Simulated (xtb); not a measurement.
Species: C$_{3}$H$_{2}$O, SMILES `C#CC=O` (charge 0, multiplicity 1).

Give a relaxed geometry from xtb with GFN2-xTB.

the end point of this relaxation (outside a Z-matrix the atoms follow the SMILES, hydrogens last).
Cartesian coordinates (Å) in one orientation:
```xyz
6

C      1.458    -0.333     0.519
C      0.311    -0.065     0.279
C     -1.052     0.256    -0.009
O     -1.609     1.276     0.293
H      2.460    -0.577     0.724
H     -1.568    -0.557    -0.559
```
